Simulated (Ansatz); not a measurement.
Cl4Hf, SMILES [Cl][Hf]([Cl])([Cl])[Cl] (connectivity only; charge and spin as stated), charge +1, multiplicity 2. Atoms are numbered in the order given.

```xyz
5

Hf    -0.0059    -0.0005     0.0034
Cl     1.8263    -0.6125    -1.3399
Cl     0.5688     0.5223     2.2194
Cl    -0.9360     1.9308    -0.9627
Cl    -1.4694    -1.8377     0.0523
```
Charge +1, spin multiplicity 2.

The structure is a stationary point at B3LYP-D3(BJ)/def2-SVP. The spin state was assumed, not searched. The isomer is the one that the SMILES or the coordinates give; other isomers of the formula were not compared. The def2 effective core potentials stand for the cores of Hf; spin–orbit coupling is left out.

Two levels are set side by side: PBE-D3(BJ)/def2-SVP (Ansatz, a program for electronic structure) and B3LYP-D3(BJ)/def2-SVP (Ansatz). Each level has its own optimised geometry; the coordinates shown are those of the second. Differences are taken from unrounded values.

```
quantity              B3LYP-D3(BJ)  PBE-D3(BJ)  PBE-D3(BJ) minus B3LYP-D3(BJ)
--------------------  ------------  ----------  -----------------------------
mean bond length (Å)         2.350       2.351                          0.000
bond Hf1–Cl2 (Å)             2.353       2.351                         -0.002
bond Hf1–Cl3 (Å)             2.348       2.351                          0.003
bond Hf1–Cl4 (Å)             2.351       2.351                         -0.001
bond Hf1–Cl5 (Å)             2.349       2.351                          0.001
```

Here PBE gives about what the other level gives.
